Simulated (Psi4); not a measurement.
C₈H₁₀, charge -1, doublet, geometry from GFN2-xTB of the parent state (a state made from the parent by changing its charge; the spin is typed, not shown lowest) (a gas-phase anion, which may not be bound at this level); TPSS/6-31G in Psi4.

Psi4 was given this input:
```
memory 2 GB

molecule {
-1 2
  C     2.90010343    0.10407050    0.07787277
  C     1.40316491    0.03832036    0.03106845
  C     0.69680774    0.62920730   -1.00842597
  C    -0.68465728    0.58487718   -1.04300050
  C    -1.40253119   -0.05177108   -0.03913414
  C    -2.90108119   -0.08331770   -0.06542841
  C    -0.69623188   -0.64142983    1.00109676
  C     0.68523148   -0.59706443    1.03569245
  H     3.31899475    0.12674528   -0.92572707
  H     3.21787642    1.01005545    0.59561790
  H     3.30982381   -0.74990579    0.61248457
  H     1.23551140    1.12768548   -1.80226716
  H    -1.21364435    1.04918714   -1.86364012
  H    -3.27853436   -0.98551728    0.41076665
  H    -3.30198950    0.77524528    0.47493309
  H    -3.27255782   -0.04106511   -1.08678823
  H    -1.23473299   -1.14420713    1.79236000
  H     1.21441655   -1.06557715    1.85381189
}

set basis 6-31g
set reference uks

energy('tpss')
print_variables()
```

What the program printed (banner, timings and long lists left out):

```
   => Loading Basis Set <=

    Name: 6-31G
    Role: ORBITAL
    Keyword: BASIS

         ---------------------------------------------------------
                                   SCF
               by Justin Turney, Rob Parrish, Andy Simmonett
                          and Daniel G. A. Smith
                              UKS Reference
         ---------------------------------------------------------

  ==> Geometry <==

    Molecular point group: c1
    Full point group: C1

    Geometry (in Angstrom), charge = -1, multiplicity = 2:

       Center              X                  Y                   Z               Mass
    ------------   -----------------  -----------------  -----------------  -----------------
         C            2.900058196341     0.105030574474     0.078448476303    12.000000000000
         C            1.403119676341     0.039280434474     0.031644156303    12.000000000000
         C            0.696762506341     0.630167374474    -1.007850263697    12.000000000000
         C           -0.684702513659     0.585837254474    -1.042424793697    12.000000000000
         C           -1.402576423659    -0.050811005526    -0.038558433697    12.000000000000
         C           -2.901126423659    -0.082357625526    -0.064852703697    12.000000000000
         C           -0.696277113659    -0.640469755526     1.001672466303    12.000000000000
         C            0.685186246341    -0.596104355526     1.036268156303    12.000000000000
         H            3.318949516341     0.127705354474    -0.925151363697     1.007825032230
         H            3.217831186341     1.011015524474     0.596193606303     1.007825032230
         H            3.309778576341    -0.748945715526     0.613060276303     1.007825032230
         H            1.235466166341     1.128645554474    -1.801691453697     1.007825032230
         H           -1.213689583659     1.050147214474    -1.863064413697     1.007825032230
         H           -3.278579593659    -0.984557205526     0.411342356303     1.007825032230
         H           -3.302034733659     0.776205354474     0.475508796303     1.007825032230
         H           -3.272603053659    -0.040105035526    -1.086212523697     1.007825032230
         H           -1.234778223659    -1.143247055526     1.792935706303     1.007825032230
         H            1.214371316341    -1.064617075526     1.854387596303     1.007825032230

  Running in c1 symmetry.

  Rotational constants: A =      0.18166  B =      0.04858  C =      0.03889 [cm^-1]
  Rotational constants: A =   5446.06522  B =   1456.47927  C =   1165.74831 [MHz]
  Nuclear repulsion =  342.359871059990098

  Charge       = -1
  Multiplicity = 2
  Electrons    = 59
  Nalpha       = 30
  Nbeta        = 29

  ==> Algorithm <==

  SCF Algorithm Type is DF.
  DIIS enabled.
  MOM disabled.
  Fractional occupation disabled.
  Guess Type is SAD.
  Energy threshold   = 1.00e-06
  Density threshold  = 1.00e-06
  Integral threshold = 1.00e-12

  ==> Primary Basis <==

  Basis Set: 6-31G
    Blend: 6-31G
    Number of shells: 60
    Number of basis functions: 92
    Number of Cartesian functions: 92
    Spherical Harmonics?: false
    Max angular momentum: 1

  ==> DFT Potential <==

   => LibXC <=

    Version 7.1.2
    S. Lehtola, C. Steigemann, M. J. T. Oliveira, and M. A. L. Marques,  SoftwareX 7, 1–5 (2018) (10.1016/j.softx.2017.11.002)

   => Composite Functional: TPSS <=

    TPSS Meta-GGA XC Functional

    J. Tao, et al., Phys. Rev. Lett., 91, 146401, 2003

    Deriv               =              1
    GGA                 =           TRUE
    Meta                =           TRUE

    Exchange Hybrid     =          FALSE
    MP2 Hybrid          =          FALSE

   => Exchange Functionals <=

    1.0000   XC_MGGA_X_TPSS

   => Correlation Functionals <=

    1.0000   XC_MGGA_C_TPSS

   => LibXC Density Thresholds  <==

    XC_MGGA_C_TPSS:  1.00E-15
    XC_MGGA_X_TPSS:  1.00E-15

   => Molecular Quadrature <=

[...]
   @DF-UKS iter  10:  -310.78318380142821   -6.06475e-06   2.65882e-05 DIIS
   @DF-UKS iter  11:  -310.78318591528182   -2.11385e-06   2.61280e-05 DIIS
   @DF-UKS iter  12:  -310.78318812487947   -2.20960e-06   2.63516e-05 DIIS
   @DF-UKS iter  13:  -310.78319067799703   -2.55312e-06   2.55436e-05 DIIS
   @DF-UKS iter  14:  -310.78319601881651   -5.34082e-06   2.36642e-05 DIIS
   @DF-UKS iter  15:  -310.78321796679762   -2.19480e-05   3.13401e-05 DIIS
   @DF-UKS iter  16:  -310.78322190875014   -3.94195e-06   3.52620e-05 DIIS
   @DF-UKS iter  17:  -310.78322264713620   -7.38386e-07   2.37780e-05 DIIS
   @DF-UKS iter  18:  -310.78305002413879    1.72623e-04   1.93133e-04 ADIIS/DIIS
   @DF-UKS iter  19:  -310.78322461872523   -1.74595e-04   6.76544e-05 DIIS
   @DF-UKS iter  20:  -310.78320555879867    1.90599e-05   8.88622e-05 DIIS
   @DF-UKS iter  21:  -310.78322751010580   -2.19513e-05   6.86572e-05 DIIS
   @DF-UKS iter  22:  -310.78322795013975   -4.40034e-07   7.52172e-05 DIIS
   @DF-UKS iter  23:  -310.78324411512290   -1.61650e-05   5.42298e-05 DIIS
   @DF-UKS iter  24:  -310.78325934137422   -1.52263e-05   1.60251e-05 DIIS
   @DF-UKS iter  25:  -310.78326057383248   -1.23246e-06   4.68687e-06 DIIS
   @DF-UKS iter  26:  -310.78326079983242   -2.26000e-07   1.06167e-07 DIIS
  Energy and wave function converged.

  ==> Post-Iterations <==

   Electrons on quadrature grid:
      Nalpha   =   30.0000043154 ; deviation = 4.315e-06
      Nbeta    =   29.0000002681 ; deviation = 2.681e-07
      Ntotal   =   59.0000045836 ; deviation = 4.584e-06

   @Spin Contamination Metric:   5.103502142E-03
   @S^2 Expected:                7.500000000E-01
   @S^2 Observed:                7.551035021E-01
   @S   Expected:                5.000000000E-01
   @S   Observed:                5.000000000E-01

    Orbital Energies [Eh]
    ---------------------

    Alpha Occupied:

[...]
    Alpha Virtual:

[...]
    Beta Occupied:

[...]
    Beta Virtual:

[...]
    Final Occupation by Irrep:
              A
    DOCC [    29 ]
    SOCC [     1 ]
    NA   [    30 ]
    NB   [    29 ]

  @DF-UKS Final Energy:  -310.78326079983242

   => Energetics <=

    Nuclear Repulsion Energy =            342.3598710599900983
    One-Electron Energy =               -1107.0148550591529784
    Two-Electron Energy =                 501.5069168041519561
    DFT Exchange-Correlation Energy =     -47.6351936048215663
    Empirical Dispersion Energy =           0.0000000000000000
    VV10 Nonlocal Energy =                  0.0000000000000000
    Total Energy =                       -310.7832607998324193

  UHF NO Occupations:
  HONO-2 :   28  A 1.9994701
  HONO-1 :   29  A 1.9984889
  HONO-0 :   30  A 1.0000000
  LUNO+0 :   31  A 0.0015111
  LUNO+1 :   32  A 0.0005299
  LUNO+2 :   33  A 0.0001436
  LUNO+3 :   34  A 0.0001408

Computation Completed

Properties will be evaluated at   0.000000,   0.000000,   0.000000 [a0]

Properties computed using the SCF density matrix

 Multipole Moments:

 ------------------------------------------------------------------------------------
     Multipole            Electronic (a.u.)      Nuclear  (a.u.)        Total (a.u.)
 ------------------------------------------------------------------------------------

 L = 1.  Multiply by 2.5417464519 to convert [e a0] to [Debye]
 Dipole X            :          0.0045769           -0.0049577           -0.0003809
 Dipole Y            :         -0.0971263            0.1052281            0.0081018
 Dipole Z            :         -0.0582438            0.0630997            0.0048559
 Magnitude           :                                                    0.0094532

 ------------------------------------------------------------------------------------

  Variable Map:
  ----------------------------------------------------------------------------
[...]
  Array Variable Map:
  ----------------------------------------------------------------------------
[...]
[...]
```
